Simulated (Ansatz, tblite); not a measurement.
Forces on (H3Ge)2NH (Ge2NH7) at its PBE0-D4/def2-SVP geometry. The state is a singlet with charge 0.

The xTB rows come from tblite.

GFN1-xTB (tblite), largest force 0.91 eV/Å:

```xyz
10
positions Å, forces eV/Å
Ge   -1.369    0.831    0.370   -0.669    0.391    0.470
H    -2.563    1.184   -0.538    0.619   -0.175    0.514
H    -1.740   -0.289    1.357    0.146    0.571   -0.445
H    -0.963    2.093    1.169   -0.290   -0.630   -0.341
N    -0.016    0.177   -0.683   -0.012    0.143   -0.551
Ge    1.342   -0.936   -0.151    0.724   -0.514    0.201
H     1.870   -1.681   -1.393   -0.258    0.383    0.688
H     0.735   -1.920    0.865    0.341    0.455   -0.476
H     2.520   -0.185    0.517   -0.542   -0.465   -0.303
H     0.183    0.727   -1.514   -0.059   -0.159    0.243
```

GFN2-xTB (tblite), largest force 0.58 eV/Å:

```
Ge -0.119 -0.038 0.182
H 0.433 -0.121 0.254
H 0.147 0.416 -0.378
H -0.114 -0.389 -0.251
N -0.001 -0.016 0.034
Ge 0.060 -0.155 0.143
H -0.206 0.287 0.381
H 0.218 0.377 -0.387
H -0.370 -0.222 -0.208
H -0.048 -0.138 0.230
```

CAM-B3LYP-D4/def2-TZVP (Ansatz), largest force 0.33 eV/Å:

```
Ge -0.075 0.007 0.026
H 0.111 -0.024 0.078
H 0.036 0.090 -0.076
H -0.018 -0.114 -0.081
N 0.082 0.178 -0.192
Ge 0.043 -0.071 0.002
H -0.045 0.076 0.114
H 0.050 0.086 -0.080
H -0.119 -0.051 -0.066
H -0.064 -0.176 0.275
```
